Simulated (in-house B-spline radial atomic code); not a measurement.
Results of a calculation; reference values are marked as such.
# Making a Troullier-Martins s channel for Sb, r_c = 1.73 bohr

Sb, [Kr] 4d10 5s2 5p3, non-relativistic PBE, spherical and spin-unpolarised, from an all-electron radial atomic-structure program (B-spline basis) (atomic units). The all-electron 5s level is ε = -0.437176 hartree, its outermost node lies just inside 1.00 bohr and its outer maximum at 1.98 bohr.

Inside r_c the pseudo-orbital is u(r) = r^1 exp(p(r)), with p = c0 + c2 r² + c4 r⁴ + … + c12 r¹². The seven coefficients follow from p and its first four derivatives at r_c, from zero curvature of the screened potential at the origin, c4 = −c2²/(2l + 5), and from the norm inside r_c. At r_c the all-electron orbital has P = 0.7187925, P' = 0.2853797, the screened potential V = -1.42548, V' = 2.002367, V'' = -4.465574, and the norm inside is Q = 0.2309258.

Question: What are p, p' and p'' at r_c?

Answer: p = ln(P/r_c^1) = ln(0.7187925/1.73) = -0.87830. p' = P'/P − 1/r_c = 0.39703 − 0.57803 = -0.18101. The radial equation gives p'' = 2(V − ε) − 2(1) p'/r_c − p'² = -1.97661 − (-0.20926) − 0.03276 = -1.80011. Differentiating, p''' = 2V' + 2(1)p'/r_c² − 2(1)p''/r_c − 2p'p'' = 5.3132, and p'''' = 2V'' − 4(1)p'/r_c³ + 4(1)p''/r_c² − 2(1)p'''/r_c − 2p''² − 2p'p''' = -21.897.

For a trial c2 the five matching conditions are linear in c0, c6, c8, c10 and c12, and c2 is varied until the norm inside r_c equals Q. The root nearest zero gives:

| n | c_n |
| --- | --- |
| 0 | -1.542216 |
| 2 | 0.2699353 |
| 4 | -0.01457301 |
| 6 | 0.1439727 |
| 8 | -0.109273 |
| 10 | 0.0273959 |
| 12 | -0.002343574 |

Question: Check c4 and p(r_c), and find the screened pseudopotential at the origin.

Answer: −c2²/5 = -0.014573, as listed. The terms c_n r_c^n are -1.54222, 0.80789, -0.13054, 3.85973, -8.76762, 6.57880, -1.68435, which sum to -0.87830. Inverting the radial equation, V_l(r) = ε + 1 p'/r + (p'' + p'²)/2, so V_l(0) = ε + (2l + 3) c2 = -0.437176 + 3 × (0.269935) = 0.3726 hartree, finite where the all-electron potential diverges.

Orbitals and screened potentials:

```csv
r (bohr),P,u,V all-electron,V pseudo
0.173,0.09114,0.03731,-153.6,0.3752
0.432,-0.09452,0.09721,-33.03,0.4556
0.692,-0.3574,0.1697,-12.94,0.7332
0.952,-0.05087,0.2699,-6.244,0.931
1.211,0.3295,0.4168,-3.465,0.2758
1.47,0.5897,0.5949,-2.136,-1.195
1.73,0.7188,0.7188,-1.425,-1.425
```

Logarithmic derivatives P'/P at R = 2.03 bohr, for energies E around ε:

```
E − ε (hartree)  all-electron      pseudo
           -0.5      0.538815    0.531837
          -0.25      0.262976    0.260709
           -0.1     0.0758392   0.0754111
              0    -0.0600458  -0.0600415
            0.1     -0.206376   -0.206929
           0.25     -0.449147   -0.453436
            0.5     -0.935278   -0.960774
```

Question: With P(R) = 0.7502806 and a norm of 0.3964671 inside R, what slope in energy does norm conservation fix?

Answer: d(P'/P)/dE = −2 × (norm inside R)/P(R)² = -1.4086 per hartree·bohr at E = ε, for both atoms, since orbital and norm agree at R. Differences over ±0.1 hartree give -1.4111 (all-electron) and -1.4117 (pseudo), which also hold third-order terms. Half a hartree below ε the two curves differ by -0.0070.
